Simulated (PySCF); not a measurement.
## Stretching LiAs

Set-up: basis Li def2-SVPD, As def2-SVPD; no relativity; PySCF 2.14. Energies in eV from Li + As in their ground configurations at the same level. State: ³Σ⁻ (triplet), unpaired electrons π ↑↑.

```csv
R (Å),UHF-MP2,UHF-SCS-MP2
2.081,-0.778,-0.787
2.178,-1.017,-1.027
2.275,-1.158,-1.169
2.347,-1.214,-1.226
2.420,-1.238,-1.251
2.493,-1.237,-1.251
2.589,-1.204,-1.220
2.710,-1.127,-1.146
2.856,-0.994,-1.015
3.049,-0.732,-0.745
```

Q: Put a parabola through the three lowest points of the UHF-MP2 curve and estimate Re, k and ωe (reduced mass 6.415 u; 1 eV/Å² = 0.16022 mdyn/Å; ωe = 1302.8·√(k/μ) cm⁻¹).

A: Through R = 2.347, 2.42, 2.493 Å the second-order coefficient is 2.35 eV/Å², so Re ≈ 2.454 Å, k ≈ 0.752 mdyn/Å and ωe ≈ 446 cm⁻¹. A polynomial fit of higher order to the unrounded UHF-MP2 energies gives Re = 2.450 Å, k = 0.703 mdyn/Å, ωe = 431 cm⁻¹; anharmonicity and rounding make the difference.

The higher-order fit for each curve: UHF-MP2: Re = 2.450 Å, ωe = 431 cm⁻¹, De = 1.24 eV; UHF-SCS-MP2: Re = 2.455 Å, ωe = 427 cm⁻¹, De = 1.25 eV.

Correlated steps freeze 9 core orbitals. Correlated levels converge slowly with the basis: in double zeta they bind strong bonds too weakly, by up to about 1 eV, and carry superposition errors of some tenths. Spin–orbit coupling is left out. The state is the lowest determinant that a PBE0 search found; another state may lie lower at other levels.
